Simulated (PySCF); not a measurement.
C2H6ClFSi2, SMILES F[SiH2]/C=C(/[SiH3])Cl. Atoms are numbered in the order given.

```xyz
12

F     -0.9348    -3.1916     0.0000
Si     0.2037    -2.0220     0.0000
C     -0.7202    -0.3933     0.0000
C     -0.1378     0.8138     0.0000
Si    -0.9835     2.5006     0.0000
Cl     1.6378     0.9109     0.0000
H      1.0261    -2.1821     1.2259
H      1.0261    -2.1821    -1.2259
H     -1.8180    -0.4127     0.0000
H     -0.5705     3.2573     1.2135
H     -2.4564     2.2795     0.0000
H     -0.5705     3.2573    -1.2135
```

Coordinates come from a B3LYP-D3(BJ)/def2-SVP optimisation. The structure was generated by enumeration; whether it is a known compound was not checked. One conformer was computed; it need not be the lowest.

Method: TDA-B3LYP/def2-SVPD run with PySCF 2.14.0.

Vertical excitations. Isolated molecule, no solvent. State labels are in the subgroup Cs.

```tsv
state	symmetry	energy (eV)	λ (nm)	f	main pairs
S1	A"	5.74	216	0.000	HOMO−1→LUMO 98 %
S2	A'	6.07	204	0.299	HOMO→LUMO 86 %
S3	A"	6.22	199	0.001	HOMO→LUMO+1 92 %
S4	A"	6.47	192	0.000	HOMO−2→LUMO 97 %
S5	A"	6.59	188	0.001	HOMO→LUMO+2 92 %
S6	A"	6.95	178	0.000	HOMO→LUMO+3 98 %
S7	A'	6.99	177	0.141	HOMO−3→LUMO 95 %
S8	A'	7.25	171	0.057	HOMO−1→LUMO+1 74 %
S9	A'	7.38	168	0.073	HOMO−4→LUMO 60 %, HOMO−1→LUMO+2 34 %
S10	A"	7.39	168	0.001	HOMO−5→LUMO 79 %, HOMO→LUMO+4 18 %
T1	A'	3.79	327	0	HOMO→LUMO 94 %
T2	A"	5.27	235	0	HOMO−1→LUMO 92 %
T3	A"	5.82	213	0	HOMO→LUMO+1 80 %, HOMO→LUMO+2 13 %
T4	A"	6.17	201	0	HOMO−2→LUMO 90 %
```
Triplets are in the Tamm–Dancoff approximation.
